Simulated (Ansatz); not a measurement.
Species: CoF2, net charge 1, quintet state. The spin state was set by rule; other spins were not relaxed. 
Geometry from a B3LYP-D3(BJ)/def2-TZVP (Ansatz, an electronic-structure program) optimisation:
```
Co
F 1 1.6733
F 1 1.6733 2 180.00
```
Charge +1, spin multiplicity 5.

Total electronic energies in hartree. Valence correlation only, unless marked. UHF or UKS for open shells. No spin-orbit coupling. Frozen are the shells of the preceding noble gas and the d and f shells that filled before the atom's block. Non-relativistic. Basis-set limits of correlation are two-point, X^-3; Hartree-Fock from the larger set. The bracket is a focal-point correction in the basis named.

The T1 diagnostic of CCSD in the largest basis is 0.052, which is high, so the coupled-cluster rows are less sure than usual.

| level | program | energy (Eh) |
|---|---|---|
| HF/STO-3G | Ansatz | -1562.31815 |
| HF/6-31G | Ansatz | -1579.72541 |
| RI-HF/def2-QZVPP | Ansatz | -1580.10511 |
| BLYP-D3(BJ)/def2-TZVPD | Ansatz + dftd3 | -1582.30618 |
| BLYP/def2-TZVPD | Ansatz | -1582.30422 |
| B3LYP-D3(BJ)/def2-TZVPD | Ansatz + dftd3 | -1582.25166 |
| PBE0-D3(BJ)/def2-TZVPD | Ansatz + dftd3 | -1581.79134 |
| PBE0-D4/def2-TZVP | Ansatz + dftd4 | -1581.78587 |
| HSE06-D4/def2-TZVPD | Ansatz + dftd4 | -1581.77888 |
| HSE06/def2-TZVPD | Ansatz | -1581.77819 |
| LC-wPBE-D3(BJ)/def2-TZVPD | Ansatz + dftd3 | -1581.89657 |
| LC-wPBE-D4/def2-TZVPD | Ansatz + dftd4 | -1581.89671 |
| B2PLYP-D3(BJ)/def2-TZVPD | Ansatz + dftd3 | -1581.81798 |
| RPA@PBE/def2-QZVPP | Ansatz | -1581.29266 |
| MP2/def2-SVPD | Ansatz | -1580.17633 |
| MP2/def2-TZVPP | Ansatz | -1580.79309 |
| RI-MP2/def2-TZVPPD | Ansatz | -1580.80210 |
| RI-MP2/CBS(def2-TZVPP,def2-QZVPP) | Ansatz | -1580.9493 |
| RI-MP2/CBS(def2-TZVPPD,def2-QZVPPD) | Ansatz | -1580.9480 |
| CCSD(T)/STO-3G | Ansatz | -1562.45837 |
| CCSD(T)/def2-TZVPPD | Ansatz | -1580.84606 |
| RI-MP2/CBS(def2-TZVPPD,def2-QZVPPD)+[CCSD(T)-MP2]/def2-SVPD | Ansatz | -1580.9872 |
| RI-MP2/CBS(def2-TZVPPD,def2-QZVPPD)+[CCSD(T)-MP2]/def2-TZVPPD | Ansatz | -1580.9917 |

Totals of different functionals don't rank their quality; only differences between species are comparable.
